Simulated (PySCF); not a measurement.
# Static response to an electric field

C7H5FO.
Structure used (GFN2-xTB), in Å, numbered top down from 1:
```
atom  x, y, z in Å
C1    -2.6746   -1.0122   -1.8520
C2    -1.5400   -0.6086   -1.0593
C3    -0.5946   -0.2516   -0.4051
C4     0.5108    0.1444    0.3630
C5     1.0814    1.3791    0.5326
C6     2.1741    1.2038    1.4171
C7     2.1698   -0.1223    1.7069
F8     2.9701   -0.8384    2.4883
O9     1.1899   -0.7857    1.0942
H10   -2.6161   -2.0790   -2.0652
H11   -2.6853   -0.4616   -2.7923
H12   -3.5995   -0.8092   -1.3123
H13    0.7597    2.2953    0.0827
H14    2.8536    1.9455    1.7793
```

Level: PBE0/def2-SVPD (PySCF), static field, nuclei fixed, core orbitals frozen in the response. The polarisability tensor in these axes (au):

```
x   111.66  18.02  41.90
y    18.02  77.56   8.24
z    41.90   8.24  82.63
```

Q: Give the principal values, the mean and the anisotropy Δα = √{½[(α1 − α2)² + (α2 − α3)² + (α1 − α3)²]}.

A: Principal values 52.15, 72.75 and 146.95 au; mean 90.62 au = 13.43 Å³ = 14.94 × 10⁻⁴⁰ C²·m²/J; Δα = 86.37 au (95 % of the mean).

Q: What is the dipole moment, and where does it point?

A: (-1.32, 1.21, -1.30) D, 2.21 D in size, pointing from the negative to the positive side. Measured along this direction, the outermost atoms are F8 at the negative end and H11 at the positive end.

Q: Give the principal axes and the span of the nuclei along them.

A: Largest value along (0.79, 0.27, 0.55), where the nuclei span 7.55 Å; middle along (-0.12, 0.95, -0.30), 3.94 Å; least along (-0.60, 0.17, 0.78), 1.64 Å. The response follows the extents in order.

Q: Estimate the molar refractivity from the static electronic polarisability.

A: Lorentz–Lorenz: R = (4π/3)N_A α = 2.5225 cm³/(mol·Å³) × 13.43 Å³ = 33.9 cm³/mol, in the limit of long wavelengths.

Q: What are the principal values of the traceless quadrupole moment, Θ = ½Σq(3rr − r²1), about the centre of nuclear charge?

A: -7.49, -5.27, 12.76 D·Å. The values depend on the origin, since the dipole doesn't vanish. The electronic extent ⟨r²⟩ about the same centre is 1568 bohr², a root-mean-square distance of 2.62 Å for the 64 electrons.

Q: Form Σ f/ω² (atomic units) for the 6 lowest TDDFT singlets, given as eV and f, and set it beside the mean polarisability, which is this sum over all singlets: 5.07, 0.4564; 5.30, 0.0005; 5.75, 0.0005; 5.85, 0.0006; 6.29, 0.0019; 6.39, 0.0043.

A: They add up to 13.31 au, 14.7 % of the 90.62 au; the largest single term is 13.16 au, from the state at 5.07 eV. Terms in order: 13.16, 0.01, 0.01, 0.01, 0.04, 0.08 au. Higher excitations give the rest. The strengths listed sum to 0.464.

Q: Rayleigh depolarisation ratio (linearly polarised light, static tensor)?

A: ρ = 3Δα²/(45ᾱ² + 4Δα²) = 22377.0/(369511 + 29836.0) = 0.056.

Isolated species at its GFN2-xTB geometry, gas phase.
